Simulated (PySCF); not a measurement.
Molecule: `CB1OCCO1`, C₃H₇BO₂.

Bonds (- single, = double, # triple, : aromatic): C1-B2, B2-O3, O3-C4, C4-C5, C5-O6, O6-B2. C1 carries H7, H8, H9; C4 carries H10, H11; C5 carries H12, H13.

Frames of a GFN2-xTB Langevin trajectory at 200 K; GIAO PBE0/pcSseg-1 shieldings in PySCF, gas phase, non-relativistic; equivalent atoms averaged within each frame.

Scale: 13C (σ = 186.93 ppm), 1H (σ = 31.72 ppm) against TMS; 11B (σ = 100.07 ppm) vs BF3·OEt2; H2O for 17O (σ = 336.08 ppm) (reference shieldings calculated alike). The references are static minima.

How do the shifts (ppm) fluctuate along the trajectory?

Results:


```tsv
time (fs)	C4/C5	C1	B2	O3/O6	H10/H11/H12/H13	H7/H8/H9
optimised geometry	69.5	-6.1	33.4	131.2	4.43	0.26
250	67.2	-6.4	33.7	129.6	4.25	0.30
425	67.3	-9.6	32.1	132.9	4.05	-0.10
625	68.5	-4.9	34.3	127.0	4.78	0.65
800	69.2	-5.4	36.1	143.8	4.42	0.61
1000	70.6	-9.7	32.9	139.0	4.35	0.09
mean of frames	68.5	-7.2	33.8	134.4	4.37	0.31
standard deviation	1.4	2.3	1.5	6.9	0.27	0.33
```

5 frames give an uncertainty of the mean of about the standard deviation over 2.2 at best, since frames this close in time may not be independent; classical motion lacks zero-point vibration, and the reference would need the same averaging.
